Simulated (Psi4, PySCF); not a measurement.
vinylidene fluoride (C2H2F2), singlet, geometry from GFN2-xTB. Base run: HF/6-31G, TDA (PySCF).

The PySCF input:
```python
from pyscf import gto, scf, tdscf

mol = gto.Mole()
mol.atom = '''
    C     1.367249   -0.185851   -0.074264
    C     0.069072   -0.009389   -0.003752
    F    -0.835182   -0.977630    0.051719
    F    -0.545439    1.165298    0.023271
    H     2.027761    0.657804   -0.115577
    H     1.779898   -1.175380   -0.091241
'''
mol.basis = '6-31g'
mol.charge = 0
mol.spin = 0
mol.verbose = 3
mol.build()

mf = scf.RHF(mol)
mf.kernel()
td = mf.TDA()
td.nstates = 5
td.kernel()
td.analyze()
```

Programs used: Psi4, PySCF; a row that names a program was run with it.

The base run was repeated with changes; each row names its change, and settings that it needs were set with it.

| change | first excitation (eV) | oscillator strength of the first | second (eV) |
|---|---|---|---|
| base | 9.43 | 0.680 | 9.77 |
| nstates = 15 | 9.43 | 0.680 | 9.77 |
| basis = def2-SVP | [?] | [?] | [?] |
| functional = b3lyp | [?] | 0.000 | 9.27 |
| conv_tol = 1e-3 | 9.43 | 0.680 | 9.77 |
| functional = blyp | 8.46 | 0.000 | 9.05 |
| functional = pbe0 | 8.99 | 0.000 | 9.36 |
| functional = camb3lyp | 8.97 | 0.000 | 9.27 |
| basis = 6-31G* | 9.37 | 0.635 | 9.47 |
| code = psi4 | 9.43 | 0.680 | 9.77 |
| functional = m062x | [?] | 0.000 | [?] |

What belongs in the gaps?


- basis = def2-SVP, first excitation (eV): 9.26
- basis = def2-SVP, oscillator strength of the first: 0.645
- basis = def2-SVP, second (eV): 9.37
- functional = b3lyp, first excitation (eV): 8.80
- functional = m062x, first excitation (eV): 9.06
- functional = m062x, second (eV): 9.49

An iterative solver can miss low states, so a row lists the states that it found.
